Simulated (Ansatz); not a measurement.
Frontier orbitals of AlH$_{5}$OSi$_{2}$ (`[SiH3][Al]1[O][SiH2]1`).

Cartesian coordinates in Å:
```
Si 2.186 -0.177 0.611
Al -0.161 -0.177 -0.094
O -1.325 1.122 -0.091
Si -2.349 -0.061 -0.725
H 2.397 -1.233 1.639
H 3.054 -0.485 -0.558
H 2.585 1.138 1.179
H -3.529 -0.368 0.131
H -2.857 0.241 -2.092
```

Total charge 0; spin multiplicity 1. The geometry is a stationary point of PBE0-D4/def2-TZVP. Basis def2-TZVPP, Ansatz.

```tsv
functional	HOMO (eV)	LUMO (eV)
HF	-8.34	0.98
```

Give HOMO and LUMO (eV) with LDA (SPW92), PBE, revPBE, BLYP, r2SCAN, B97M-V, PBE0, B3LYP, r2SCANh, r2SCAN0, HSE06 (plane-wave form), BHLYP, CAM-B3LYP, LC-ωPBE, ωB97X-V, ωB97M-V. (Best estimate.)

Ansatz gave: 
```json
{"functional": "LDA (SPW92)", "HOMO": "-5.29", "LUMO": "-2.74"}
{"functional": "PBE", "HOMO": "-5.17", "LUMO": "-2.57"}
{"functional": "revPBE", "HOMO": "-5.12", "LUMO": "-2.49"}
{"functional": "BLYP", "HOMO": "-5.02", "LUMO": "-2.40"}
{"functional": "r2SCAN", "HOMO": "-5.35", "LUMO": "-2.40"}
{"functional": "B97M-V", "HOMO": "-5.39", "LUMO": "-2.52"}
{"functional": "PBE0", "HOMO": "-6.15", "LUMO": "-1.82"}
{"functional": "B3LYP", "HOMO": "-5.96", "LUMO": "-1.97"}
{"functional": "r2SCANh", "HOMO": "-5.71", "LUMO": "-2.14"}
{"functional": "r2SCAN0", "HOMO": "-6.26", "LUMO": "-1.74"}
{"functional": "HSE06 (plane-wave form)", "HOMO": "-5.76", "LUMO": "-2.19"}
{"functional": "BHLYP", "HOMO": "-7.01", "LUMO": "-0.98"}
{"functional": "CAM-B3LYP", "HOMO": "-7.33", "LUMO": "-0.79"}
{"functional": "LC-ωPBE", "HOMO": "-8.55", "LUMO": "0.21"}
{"functional": "ωB97X-V", "HOMO": "-8.26", "LUMO": "0.12"}
{"functional": "ωB97M-V", "HOMO": "-8.06", "LUMO": "-0.11"}
```

B3LYP here is the variant with VWN-RPA as its local correlation; programs differ in this. LC-ωPBE has ω = 0.4 bohr⁻¹.
